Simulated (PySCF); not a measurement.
Species: C4H8F3OP.
Z-matrix (Å and degrees, GFN2-xTB geometry), rows numbered from 1:
```
C 
C   1  1.5248
P   2  1.8588  1  110.74
C   3  1.8837  2   99.93  1   -77.35
O   4  1.4028  3  110.56  2    83.30
C   3  1.8923  2   95.58  1  -172.67
F   6  1.3390  3  111.55  2   -69.34
F   6  1.3418  3  110.85  2   171.35
F   6  1.3457  3  114.18  2    51.37
H   1  1.0877  2  110.62  3    58.27
H   1  1.0875  2  110.03  3   178.24
H   1  1.0878  2  110.63  3   -61.92
H   2  1.0945  1  110.16  3   118.51
H   2  1.0945  1  110.49  3  -121.39
H   4  1.0996  3  108.85  2  -153.65
H   4  1.0952  3  110.14  2   -34.05
H   5  0.9639  4  109.52  3    69.38
```

The closed-shell SCF was solved with PySCF and density fitting under several settings on one GFN2-xTB geometry (grid level 2 and gas phase unless stated).

```json
{"settings": "PBE0/pcSseg-1", "basis functions": "200", "SCF cycles": "14", "E (Eh)": "-872.6005", "HOMO (eV)": "-7.54", "LUMO (eV)": "0.05", "dipole (D)": "1.49"}
{"settings": "PBE0/def2-SVPD", "basis functions": "260", "SCF cycles": "14", "E (Eh)": "-872.1981", "HOMO (eV)": "-7.57", "LUMO (eV)": "-0.16", "dipole (D)": "1.67"}
{"settings": "BHandHLYP/def2-SVPD", "basis functions": "260", "SCF cycles": "13", "E (Eh)": "-872.6134", "HOMO (eV)": "-8.72", "LUMO (eV)": "0.56", "dipole (D)": "1.80"}
{"settings": "PBE0/MINI, IEF-PCM chloroform, grid level 1, energy threshold 1e-06 Eh", "basis functions": "57", "SCF cycles": "7", "E (Eh)": "-867.1066", "HOMO (eV)": "-7.95", "LUMO (eV)": "0.25", "dipole (D)": "1.50"}
{"settings": "revPBE/pcseg-1", "basis functions": "170", "SCF cycles": "14", "E (Eh)": "-872.9801", "HOMO (eV)": "-6.16", "LUMO (eV)": "-0.74", "dipole (D)": "1.32"}
{"settings": "PBE/pcSseg-1", "basis functions": "200", "SCF cycles": "15", "E (Eh)": "-872.5619", "HOMO (eV)": "-6.20", "LUMO (eV)": "-0.82", "dipole (D)": "1.34"}
{"settings": "wB97X-D/pcSseg-1, IEF-PCM chloroform", "basis functions": "200", "SCF cycles": "14", "E (Eh)": "-873.1237", "HOMO (eV)": "-9.30", "LUMO (eV)": "1.98", "dipole (D)": "1.68"}
```

Task: Estimate the row for these settings: CAM-B3LYP/def2-SVP.

Result: 
```csv
settings,basis functions,SCF cycles,E (Eh),HOMO (eV),LUMO (eV),dipole (D)
CAM-B3LYP/def2-SVP,170,13,-872.6493,-8.73,1.49,1.51
```

Task: Over all rows, what range does the HOMO–LUMO gap span?

Result: From 5.38 eV (PBE/pcSseg-1) to 11.28 eV (wB97X-D/pcSseg-1, IEF-PCM chloroform). The functional of the narrowest has no exact exchange, that of the widest range-separated exact exchange.

Task: And the dipole moment?

Result: From 1.32 D (revPBE/pcseg-1) to 1.80 D (BHandHLYP/def2-SVPD); the largest is 1.36 times the smallest, and the median is 1.50 D.

Task: Compare two rows with the functional PBE0: PBE0/pcSseg-1 and PBE0/def2-SVPD. Which energy is lower, and by how much?

Result: PBE0/pcSseg-1 (200 functions) lies 0.4024 Eh or 253 kcal/mol below PBE0/def2-SVPD (260 functions). The smaller set gives the lower energy; the two sets aren't nested, so the variational bound doesn't order them by size.

wB97X-D ran without the empirical dispersion term, which would shift the total energy alone. Cycle counts include a coarse-grid stage where the run had one. The species at its GFN2-xTB geometry (one conformer only).
